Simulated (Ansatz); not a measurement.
Isolated molecules relaxed with PBE0-D4/def2-TZVP in Ansatz; ΔE leaves out vibrations. CCSD(T)/CBS adds triple-zeta CCSD(T) − MP2 to the extrapolated MP2 energy (def2 sets, frozen cores). Functionals use def2-TZVPP. For Ge outer-core shells are correlated without core-valence functions, which leaves a few kJ/mol of doubt a bond. Scalar relativity is left out up to krypton. Each species was taken in one conformer, which may not be the lowest.

Reaction (formal exchange of groups at the Si–Al bond): `[SiH3][AlH][S][SiH3]` + `O[SiH2][GeH3]` → `O[SiH]([SiH3])[GeH3]` + `[AlH2][S][SiH3]`

`[SiH3][AlH][S][SiH3]`:

```xyz
11

Si    0.153    1.880   -0.044
Al   -1.651    0.308    0.499
S    -1.335   -1.851    0.383
Si    0.712   -1.912   -0.231
H     0.920    1.450   -1.246
H    -0.390    3.242   -0.307
H     1.115    1.985    1.091
H    -3.106    0.729    0.960
H     1.519   -0.901    0.501
H     1.222   -3.268    0.084
H     0.842   -1.662   -1.689
```

`O[SiH2][GeH3]`:

```xyz
9

O    -0.808   -1.625    0.718
Si   -0.912   -0.063    0.187
Ge    1.282    0.592   -0.441
H    -1.615   -2.049    1.015
H    -1.842    0.052   -0.974
H    -1.438    0.837    1.254
H     1.260    2.045   -0.948
H     1.826   -0.302   -1.567
H     2.246    0.514    0.754
```

`O[SiH]([SiH3])[GeH3]`:

Z-matrix (Å, degrees):
```
Si
Si 1 2.338
Ge 1 2.389 2 110.7
O 1 1.658 2 107.0 3 122.2
H 1 1.495 2 109.5 3 -117.5
H 2 1.489 1 108.1 3 58.6
H 2 1.487 1 110.4 3 -60.2
H 2 1.487 1 111.6 3 178.3
H 3 1.542 1 110.8 2 173.4
H 3 1.539 1 110.4 2 -67.2
H 3 1.539 1 111.6 2 53.3
H 4 0.959 1 117.4 2 179.9
```

`[AlH2][S][SiH3]`:

Z-matrix (Å, degrees):
```
Si
S 1 2.141
H 1 1.485 2 111.2
H 1 1.485 2 111.2 3 -121.6
H 1 1.483 2 106.6 3 119.2
Al 2 2.180 1 98.5 3 60.8
H 6 1.578 2 117.2 1 -179.9
H 6 1.582 2 118.3 1 0.0
```

```csv
level,ΔE (eV)
r2SCAN-D4,0.08
ωB97X-V,0.08
ωB97M-V,0.08
r2SCAN,0.08
```

Task: What does CCSD(T)/CBS give? (Estimate.)

Result: Computed: +0.10 eV. The listed levels differ from it by -0.02, -0.02, -0.02, -0.02 eV.

Largest T1 diagnostic among the species: 0.013.
